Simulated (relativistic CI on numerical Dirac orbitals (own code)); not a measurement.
# Line list: Electric-dipole lines, Cu²⁺

Computed by Dirac-Coulomb-Breit CI, orbitals from a KLI potential per configuration, model QED, valence Slater integrals scaled by 0.85, P86 correlation energy added to each configuration (own radial code, finite nucleus).

CI space (outside the closed core [Ar]): 3d⁹, 3d⁸4s, 3d⁸4p, 3d⁷4s², 3d⁸5s, 3d⁸4d, 3d⁸5p, 3d⁷4s4p, 3d⁸4f, 3d⁸5d, 3d⁸5f, 3d⁸5g, 3d⁷4p², 3d⁷4s5s. Levels of other configurations are missing.

| λ vac (Å) | Lower | Upper | A (s⁻¹) | gf | Branching (%) |
| --- | --- | --- | --- | --- | --- |
| 572.32 | 3d⁹ ²D3/2 [2] | 3d⁸4p ²P°1/2 [66] | 3.87e+08 | 3.80e-02 | 35.4 |
| 1237.7 | 3d⁸4s ⁴F9/2 [3] | 3d⁸4p ⁴D°7/2 [49] | 2.91e+07 | 5.35e-02 | 3.5 |
| 1259.9 | 3d⁸4s ⁴F7/2 [4] | 3d⁸4p ⁴D°5/2 [46] | 2.78e+07 | 3.97e-02 | 3.4 |
| 1275.7 | 3d⁸4s ⁴F5/2 [5] | 3d⁸4p ⁴D°3/2 [47] | 3.41e+07 | 3.33e-02 | 4.2 |
| 1287.3 | 3d⁸4s ⁴F3/2 [6] | 3d⁸4p ⁴D°1/2 [48] | 5.02e+07 | 2.50e-02 | 6.5 |
| 1536.0 | 3d⁸4s ⁴F7/2 [4] | 3d⁸4p ²F°5/2 [35] | 8.31e+06 | 1.76e-02 | 0.6 |
| 1551.6 | 3d⁸4s ⁴F9/2 [3] | 3d⁸4p ²F°7/2 [33] | 6.61e+06 | 1.91e-02 | 0.7 |
| 1578.1 | 3d⁸4s ⁴F3/2 [6] | 3d⁸4p ²D°3/2 [36] | 3.03e+07 | 4.52e-02 | 1.8 |
| 1579.0 | 3d⁸4s ⁴F3/2 [6] | 3d⁸4p ²F°5/2 [35] | 1.60e+07 | 3.58e-02 | 1.2 |
| 1595.7 | 3d⁸4s ²G9/2 [16] | 3d⁸4p ²G°9/2 [61] | 7.63e+08 | 2.91e+00 | 94.5 |
| 1599.7 | 3d⁸4s ⁴F7/2 [4] | 3d⁸4p ²G°7/2 [32] | 1.00e+07 | 3.08e-02 | 1.5 |
| 1600.8 | 3d⁸4s ²G7/2 [17] | 3d⁸4p ²G°7/2 [60] | 7.96e+08 | 2.45e+00 | 98.9 |
| 1608.5 | 3d⁸4s ⁴F5/2 [5] | 3d⁸4p ²F°7/2 [33] | 4.25e+07 | 1.32e-01 | 4.3 |
| 1627.0 | 3d⁸4s ⁴F5/2 [5] | 3d⁸4p ²G°7/2 [32] | 1.04e+07 | 3.29e-02 | 1.5 |
| 1627.7 | 3d⁸4s ⁴F7/2 [4] | 3d⁸4p ⁴F°5/2 [29] | 3.43e+07 | 8.17e-02 | 4.5 |
| 1642.9 | 3d⁸4s ⁴F9/2 [3] | 3d⁸4p ⁴F°9/2 [25] | 4.78e+08 | 1.94e+00 | 63.8 |
| 1645.2 | 3d⁸4s ⁴F5/2 [5] | 3d⁸4p ⁴F°3/2 [31] | 7.04e+07 | 1.14e-01 | 9.3 |
| 1655.9 | 3d⁸4s ⁴F5/2 [5] | 3d⁸4p ⁴F°5/2 [29] | 4.19e+08 | 1.03e+00 | 54.8 |
| 1656.9 | 3d⁸4s ⁴P5/2 [12] | 3d⁸4p ⁴D°7/2 [49] | 5.93e+08 | 1.95e+00 | 70.5 |
| 1660.7 | 3d⁸4s ⁴P3/2 [11] | 3d⁸4p ⁴D°5/2 [46] | 5.09e+08 | 1.26e+00 | 61.7 |
| 1665.1 | 3d⁸4s ⁴F3/2 [6] | 3d⁸4p ⁴F°3/2 [31] | 6.42e+08 | 1.07e+00 | 84.8 |
| 1674.1 | 3d⁸4s ⁴F7/2 [4] | 3d⁸4p ⁴G°5/2 [26] | 9.55e+06 | 2.41e-02 | 1.4 |
| 1676.1 | 3d⁸4s ⁴F3/2 [6] | 3d⁸4p ⁴F°5/2 [29] | 2.77e+08 | 6.99e-01 | 36.2 |
| 1676.9 | 3d⁸4s ⁴F7/2 [4] | 3d⁸4p ⁴F°9/2 [25] | 2.25e+08 | 9.50e-01 | 30.0 |
| 1690.2 | 3d⁸4s ⁴F9/2 [3] | 3d⁸4p ⁴G°11/2 [21] | 7.44e+08 | 3.83e+00 | 100.0 |
| 1695.2 | 3d⁸4s ⁴F9/2 [3] | 3d⁸4p ⁴G°9/2 [20] | 2.72e+08 | 1.17e+00 | 39.7 |
| 1699.8 | 3d⁸4s ⁴F7/2 [4] | 3d⁸4p ⁴G°7/2 [23] | 3.40e+08 | 1.18e+00 | 48.4 |
| 1703.9 | 3d⁸4s ⁴F5/2 [5] | 3d⁸4p ⁴G°5/2 [26] | 2.65e+08 | 6.93e-01 | 37.6 |
| 1721.2 | 3d⁸4s ²G7/2 [17] | 3d⁸4p ²F°5/2 [57] | 6.55e+08 | 1.75e+00 | 39.4 |
| 1724.5 | 3d⁸4s ²F7/2 [7] | 3d⁸4p ²F°7/2 [33] | 4.51e+08 | 1.61e+00 | 46.1 |
| 1725.2 | 3d⁸4s ⁴F3/2 [6] | 3d⁸4p ⁴G°5/2 [26] | 4.26e+08 | 1.14e+00 | 60.4 |
| 1730.6 | 3d⁸4s ⁴F5/2 [5] | 3d⁸4p ⁴G°7/2 [23] | 3.38e+08 | 1.21e+00 | 48.2 |
| 1731.5 | 3d⁸4s ⁴F7/2 [4] | 3d⁸4p ⁴G°9/2 [20] | 3.49e+08 | 1.57e+00 | 51.1 |
| 1737.0 | 3d⁸4s ²D3/2 [10] | 3d⁸4p ²F°5/2 [40] | 5.62e+08 | 1.53e+00 | 69.3 |
| 1742.1 | 3d⁸4s ²G9/2 [16] | 3d⁸4p ²F°7/2 [55] | 6.01e+08 | 2.19e+00 | 38.0 |
| 1749.0 | 3d⁸4s ⁴F3/2 [6] | 3d⁸4p ⁴D°1/2 [24] | 6.50e+08 | 5.96e-01 | 97.8 |
| 1749.6 | 3d⁸4s ⁴F5/2 [5] | 3d⁸4p ⁴D°3/2 [22] | 5.82e+08 | 1.07e+00 | 87.9 |
| 1750.5 | 3d⁸4s ²D5/2 [9] | 3d⁸4p ⁴P°5/2 [38] | 5.25e+08 | 1.45e+00 | 61.6 |
| 1755.5 | 3d⁸4s ⁴F7/2 [4] | 3d⁸4p ⁴D°5/2 [19] | 6.00e+08 | 1.66e+00 | 91.3 |
| 1757.6 | 3d⁸4s ²G9/2 [16] | 3d⁸4p ²H°11/2 [54] | 6.76e+08 | 3.76e+00 | 100.0 |
| 1768.0 | 3d⁸4s ⁴F9/2 [3] | 3d⁸4p ⁴D°7/2 [18] | 6.17e+08 | 2.31e+00 | 96.2 |
| 1772.1 | 3d⁸4s ⁴F3/2 [6] | 3d⁸4p ⁴D°3/2 [22] | 6.43e+07 | 1.21e-01 | 9.7 |
| 1788.3 | 3d⁸4s ⁴F5/2 [5] | 3d⁸4p ⁴D°5/2 [19] | 3.72e+07 | 1.07e-01 | 5.7 |
| 1789.0 | 3d⁸4s ²G7/2 [17] | 3d⁸4p ²H°9/2 [51] | 6.07e+08 | 2.91e+00 | 94.9 |
| 1807.5 | 3d⁸4s ⁴F7/2 [4] | 3d⁸4p ⁴D°7/2 [18] | 1.21e+07 | 4.76e-02 | 1.9 |

Terms are leading LS components. Brackets give the number of a level in order of energy, since labels repeat. The list gives strong lines, with weight on those to low levels, without lines whose two gauges differ by over a factor of 2.5, among the lowest 200 of 1075 levels, so that lines to higher ones, which can be the strongest, are missing, and without lines across small gaps between configurations, and without 185 lines that miss the measured interval by over 3.5 %, start from a term whose rates miss tabulated ones by over 60 %, have gauges far apart or, lacking measured levels, span too small a gap for the errors found; lines with a level outside our table were not tested and can miss by more. Levels whose partners in the same complex of configurations lie outside the list can be far off, and so can their lines. Rates are taken at the computed energies, electric ones in the length gauge.

For a near-neutral ion this model can misplace configurations by up to about 10,000 cm⁻¹ (more where the count of f electrons changes) and terms by 10 to 25 % of their spread. Rates follow the energies as ν³ (E1, M1) or ν⁵ (E2), so they and the lifetimes can be off by large factors. The fine structure of a lone outer electron comes out too small, for d and f at times inverted, and misplaced configurations move strength between like terms. 60 of the 60 excited levels that our extract of the measured tables holds in this range could be paired (the sources list more); they are missed by 6480 cm⁻¹ on average and 8855 at most, and levels without a partner can miss by more.

LS names give the leading component of a level, which can be under half, so a name can repeat, a term be missing and a line seem to break the LS rules.
